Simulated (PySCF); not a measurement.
# UHF on Rb⁺ (rubidium, charge +1)

Configuration: [Kr], closed-shell 1S. All numbers are calculated (PySCF 2.14, the spin-free X2C one-electron Hamiltonian (Gaussian nucleus), in aug-cc-pVDZ-X2C (7s6p4d, 45 functions)).

- Total energy: -2979.003098 hartree
- One-electron energy: -4124.1464 hartree
- Hartree (Coulomb) energy: 1244.8003 hartree
- Exchange energy: -99.6570 hartree
- ⟨S²⟩: 0.0000
- ⟨L²⟩: 0.000
- Sum of ⟨r⟩: 23.98 bohr
- Sum of ⟨r²⟩: 31.51 bohr²
- Langevin diamagnetic susceptibility: -25.0 ×10⁻⁶ cm³/mol
- Time after the integrals: 0.15 s of wall time on 1 thread of Neoverse-N1 (shared host)

| shell | electrons | mean orbital energy (eV) | rms radius, mean of both spins (bohr) |
| --- | --- | --- | --- |
| 1s | 2 | -15292.7 | 0.0464 |
| 2s | 2 | -2113.7 | 0.192 |
| 2p | 6 | -1869.2 | 0.171 |
| 3s | 2 | -347.33 | 0.543 |
| 3p | 6 | -266.33 | 0.557 |
| 3d | 10 | -131.96 | 0.577 |
| 4s | 2 | -48.140 | 1.57 |
| 4p | 6 | -27.518 | 1.85 |

Densities and radii are taken from the X2C orbitals without a picture-change correction, which distorts them close to the nucleus.
